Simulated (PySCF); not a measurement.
# Two-component Hartree-Fock for Tb³⁶⁺ (terbium, charge +36)

Start: [Ar] 3d10 4s1; 4s1/2 filled at m_j = +1/2. Calculated with PySCF 2.14 in an even-tempered Gaussian basis (17 s from 3.9 bohr⁻², ratio 2.8; 13 p from 5.1 bohr⁻², ratio 2.8; 8 d from 9 bohr⁻², ratio 2.8; 4 f from 21 bohr⁻², ratio 3): generalised Hartree-Fock with the X2C-1e Hamiltonian and a Gaussian nucleus; one run each with spin-orbit coupling (SO) switched off, then screened by Boettger's factors.

```csv
spinor shell,electrons,"ε, spin-free (eV)","ε, screened SO (eV)",weight of nominal j (screened SO),"rms radius, screened SO (bohr)"
1s1/2,2,-53789.2,-53779.7,1.000,0.0245
2s1/2,2,-10280.4,-10277.7,1.000,0.0987
2p1/2,2,-9301.7,-9831.2,1.000,0.0845
2p3/2,4,-9301.7,-9076.7,1.000,0.0909
3s1/2,2,-3409.8,-3409.0,1.000,0.252
3p1/2,2,-3100.6,-3216.6,1.000,0.242
3p3/2,4,-3100.6,-3050.8,1.000,0.255
3d3/2,4,-2710.9,-2732.3,1.000,0.225
3d5/2,6,-2710.9,-2696.3,1.000,0.229
4s1/2,1,-1597.9,-1597.8,1.000,0.531
```

```tsv
quantity	spin-free	screened SO
E (hartree)	-10936.90305	-10944.72600
M_J	1/2	1/2
⟨J²⟩	0.750	0.750
⟨L²⟩	0.000	0.035
⟨S²⟩	0.750	0.785
```

Each row is a mean over spinors that exchange with the open shell spreads, by up to 4.771 eV (3s1/2).

Breit and QED terms are absent; they matter most for the inner s and p1/2 levels.

Densities and radii are taken from the X2C orbitals without a picture-change correction, which distorts them close to the nucleus.

Without spin-orbit coupling the j labels of p, d and f shells carry no meaning; the spin-free column gives the mean over the occupied spinors of each nl shell.
